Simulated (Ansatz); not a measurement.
A nudged elastic band was laid between two geometries of C₄H₄Se (9 atoms, charge 0, multiplicity 1).

These are results of RHF/def2-SVP in Ansatz, not measurements.

- movable images: 9
- climbing image: yes
- spring: 5.0 eV/Å²
- optimiser: quadratic models (default)
- start path: through a guess of the saddle point
- force threshold: 0.05 eV/Å
- iteration limit: 60
- end points: relaxed

Image 0:

```xyz
9
Properties=species:S:1:pos:R:3
C -0.076 -1.903 0.429
C 0.668 -0.993 -0.184
C 0.331 0.403 -0.285
C 0.066 1.566 -0.377
Se -0.267 3.364 -0.576
H -1.014 -1.650 0.906
H 0.241 -2.937 0.469
H 1.603 -1.281 -0.652
H -1.463 3.385 0.253
```

Image 10:

```xyz
9
Properties=species:S:1:pos:R:3
C 0.143 -2.345 0.148
C 0.541 -0.998 -0.034
C -0.317 -0.043 0.448
C -0.191 1.351 0.458
Se -0.800 2.391 -0.857
H -1.201 -0.408 0.973
H 0.882 -2.998 -0.339
H 1.451 -0.671 -0.535
H -0.420 3.675 -0.280
```

Question: What changes between the two ends?

Answer: Bonds broken: C1–H6. Bonds formed: C3–H6.

Question: Give the energies along the band, and the barrier.

Answer: The forces met the threshold. The highest image is number 6 of 0 to 10, 5.01 eV above the first end and 0.87 eV above the last; the last end lies 4.15 eV above the first. Neighbouring images differ by up to 2.3 eV, so the band resolves the path poorly. A vibrational analysis at the climbing image gives one clearly imaginary mode, 1613i cm⁻¹: a first-order saddle point. The orbitals stay closed-shell, which can raise the energy where a bond breaks towards radicals; this wasn't checked here.

| image | path coordinate (Å) | energy (eV) | C1–H6 (Å) | C3–H6 (Å) |
| --- | --- | --- | --- | --- |
| 0 | 0.00 | 0.00 | 1.08 | 2.73 |
| 1 | 0.47 | 0.00 | 1.08 | 2.72 |
| 2 | 0.94 | 0.00 | 1.08 | 2.71 |
| 3 | 1.42 | 0.04 | 1.08 | 2.60 |
| 4 | 1.89 | 0.42 | 1.09 | 2.20 |
| 5 | 2.36 | 2.69 | 1.30 | 1.68 |
| 6 | 2.83 | 5.01 | 1.74 | 1.23 |
| 7 | 3.42 | 4.56 | 2.22 | 1.10 |
| 8 | 4.01 | 4.34 | 2.38 | 1.09 |
| 9 | 4.59 | 4.20 | 2.45 | 1.09 |
| 10 | 5.18 | 4.15 | 2.50 | 1.09 |

Question: What is the geometry of the highest image?

Answer: 
```xyz
9
Properties=species:S:1:pos:R:3
C -0.071 -2.046 0.369
C 0.806 -1.109 -0.103
C 0.064 0.106 -0.159
C -0.260 1.313 -0.316
Se -0.975 2.893 -0.723
H -0.901 -0.521 0.277
H 0.305 -3.070 0.487
H 1.848 -1.180 -0.399
H -0.729 3.566 0.550
```

The band took 32 iterations and about 13 core-minutes.

Time of the run: 6.7 min on 2 threads of Arm Neoverse V1 (shared host), peak memory 0.3 GiB.
